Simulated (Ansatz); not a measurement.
Compare A (`FBN([SiH3])[SiH3]`) with its isomer B (`B[SiH2][SiH](N)F`).

Program: Ansatz. Geometries: PBE0-D4/def2-TZVP. ΔE: electronic, gas phase. CCSD(T)/CBS adds triple-zeta CCSD(T) − MP2 to the extrapolated MP2 energy (def2 sets, frozen cores). DFT in def2-TZVPP. One conformer a species, not always the lowest.

**Question.** Which isomer does CCSD(T)/CBS put lower? Give the gap. (An estimate is asked.)

**Answer.** Computed: A, by 45.0 kcal/mol.

**Question.** Give E(B) − E(A) in kcal/mol with PBE0-D4, r2SCAN-D4, CCSD(T)/def2-SVP, PBE-D4, MP2/def2-TZVPP, ωB97M-V, BLYP-D4. (Best estimate.)

**Answer.** Ansatz gave: PBE0-D4 41.6, r2SCAN-D4 43.2, CCSD(T)/def2-SVP 56.8, PBE-D4 39.5, MP2/def2-TZVPP 49.2, ωB97M-V 47.0, BLYP-D4 43.7. None reverses the order clearly.

**Question.** Does the order hold for the free energy at 298.15 K (harmonic terms from PBE0-D4)? (An estimate is asked.)

**Answer.** Ansatz gave: Yes: G(B) − G(A) = +45.5 kcal/mol, for one conformer each. Modes under 60 cm⁻¹, often nearly free rotors, make the harmonic entropy too high.

Largest T1 diagnostic: 0.014.

From r2SCAN to r2SCAN0 (25 % exact exchange), in def2-TZVPP and without D4, E(B) − E(A) moves by +1.4 kcal/mol. At CCSD(T), def2-SVP lies +11.7 kcal/mol from the extrapolated value and def2-TZVPP +1.7 kcal/mol.
